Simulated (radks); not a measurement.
Task: Radial electron density D(r) = 4 pi r^2 rho(r) of an atom or ion with 31 electrons. All-electron calculation, Dirac Kohn-Sham, PBEsol, spin-unpolarised, spherical densities, finite nucleus; Fermi nuclear charge, rms radius of each element as measured or else 0.836 A^(1/3) + 0.57 fm. Program: a radial shooting solver on a logarithmic mesh with Libxc functionals.

```
   r/bohr * D(r) (the largest magnitude, 105, reaches the edge; | marks zero)
 0.001511 |   *
 0.001703 |   *
 0.001921 |    *
 0.002165 |     *
 0.002461 |       *
 0.002775 |        *
 0.003129 |          *
 0.003528 |            *
 0.003977 |              *
 0.004485 |                *
 0.005097 |                   *
 0.005747 |                      *
 0.006479 |                         *
 0.007306 |                            *
 0.008237 |                                *
 0.009287 |                                   *
  0.01056 |                                      *
   0.0119 |                                        *
  0.01342 |                                         *
  0.01513 |                                          *
  0.01706 |                                          *
  0.01939 |                                         *
  0.02186 |                                        *
  0.02465 |                                       *
  0.02779 |                                     *
  0.03133 |                                     *
  0.03533 |                                     *
  0.04015 |                                       *
  0.04527 |                                           *
  0.05104 |                                               *
  0.05755 |                                                   *
  0.06489 |                                                     *
  0.07316 |                                                      *
  0.08315 |                                                    *
  0.09375 |                                                *
   0.1057 |                                           *
   0.1192 |                                        *
   0.1344 |                                      *
   0.1527 |                                       *
   0.1722 |                                          *
   0.1942 |                                             *
   0.2189 |                                            *
   0.2468 |                                        *
   0.2783 |                                 *
   0.3163 |                       *
   0.3566 |               *
   0.4021 |          *
   0.4533 |       *
   0.5111 |     *
   0.5763 |   *
    0.655 |  *
   0.7385 | *
   0.8327 |*
   0.9388 *
    1.059 *
    1.193 *
    1.356 *
    1.529 *
```

What is the nuclear charge?

Result: Z = 61. The innermost maximum, from 1s, lies near gamma/Z bohr with gamma = sqrt(1 - (Z/c)^2) = 0.895, here 0.0147 bohr (found: 0.0161), and its height grows with Z. The density is that of the promethium ion Pm30+ in [Ar] 3d10 4s2 4p1; the configuration itself is not fixed sharply by these data, and Z only to a few units. D(r) has 3 maxima, at r = 0.0161, 0.0714, 0.204 bohr, and minima at 0.0316, 0.135 bohr, inside which lie 2.03, 11.23 electrons.
